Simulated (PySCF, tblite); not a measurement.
Isomers of C5H9BO2. All values are computed: GFN2-xTB (tblite) harmonic vibrations without scaling, gas phase. The method is semi-empirical: single wavenumbers can be off by several per cent or more. Modes of hydrogen on boron can be 10 to 20 % off. One conformer each.

Electronic energies: PBE0-D3(BJ)/def2-SVP at its own geometries (PySCF, gas phase).

| SMILES | electronic energy, lowest = 0 (kcal/mol) |
| --- | --- |
| C=CC/C=C\B(O)O | 0.0 |
| C=C[C@H]1CCOBO1 | 4.3 |
| C#C[C@@H](CC)B(O)O | 11.3 |
| C#CB(O)OCCC | 17.5 |

Q: How do GFN2-xTB zero-point energies change the relative energies?

A: 
```tsv
SMILES	ZPE (kcal/mol)	of it from modes above 1550 cm⁻¹	electronic (kcal/mol)	with ZPE, lowest = 0 (kcal/mol)	lowest mode (cm⁻¹)	rings
C=CC/C=C\B(O)O	84.2	45.6	0.0	0.0	25	0
C=C[C@H]1CCOBO1	85.5	40.6	4.3	5.7	36	1
C#C[C@@H](CC)B(O)O	84.2	44.1	11.3	11.3	25	0
C#CB(O)OCCC	84.4	43.1	17.5	17.8	43	0
```

The zero-point energies span 1.3 kcal/mol, from `C=CC/C=C\B(O)O` to `C=C[C@H]1CCOBO1`. The order is unchanged.

Q: And how do the electronic energies of GFN2-xTB itself compare?

A: `C=CC/C=C\B(O)O` 28.5; `C=C[C@H]1CCOBO1` 0.0; `C#C[C@@H](CC)B(O)O` 30.8; `C#CB(O)OCCC` 32.9 kcal/mol, lowest = 0. Against the energies above, taken from the same isomer `C=CC/C=C\B(O)O`, the largest difference is 32.8 kcal/mol. The two levels were optimised apart and needn't hold the same conformer.
